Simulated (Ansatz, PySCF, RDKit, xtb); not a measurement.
Dimer: NH3 (SMILES N) (first 4 atoms) with Si2H6 (SMILES [SiH3][SiH3]); geometry from B3LYP-D3(BJ)/def2-TZVP.
(charge 0, multiplicity 1):
```xyz
12

N     -0.4125     0.1890     0.9608
H     -0.3598    -0.6942     0.4668
H     -1.3615     0.5340     0.8745
H      0.1981     0.8436     0.4856
Si     0.2186    -1.1891     3.7163
Si     0.3356     1.1452     3.8724
H      0.5069    -1.8193     5.0337
H      1.2140    -1.7163     2.7526
H     -1.1348    -1.6337     3.3057
H      0.6695     1.5692     5.2595
H     -0.9617     1.7732     3.5239
H      1.3884     1.6922     2.9828
```

Monomers are frozen at their geometry in the pair; levels with a basis set take the counterpoise correction. Rows marked so take none. RDKit's UFF carries no charges.

Cores are frozen in the correlated methods. Rows in 3-21G carry no dispersion term and start afresh at each structure.

Programs: Ansatz (Gaussian orbitals); PySCF for 3-21G rows, the dispersion terms; RDKit for the force fields; xtb for the GFN methods. 

```csv
level,interaction energy (meV)
UFF,59.1
GFN1-xTB,-600.5
BLYP/def2-TZVPPD,-29.7
r2SCAN-D4/def2-TZVPPD,-196.9
B3LYP/3-21G (no counterpoise),-427.0
B3LYP/def2-TZVPPD,-71.0
B3LYP-D3(BJ)/def2-TZVPPD,-194.6
BHLYP-D4/def2-TZVPPD,-203.9
B2PLYP/def2-TZVPPD,?
```

Question: Complete the blanks.

Answer: 
- B2PLYP/def2-TZVPPD, interaction energy (meV): -118.4

Ansatz is a program for electronic structure.
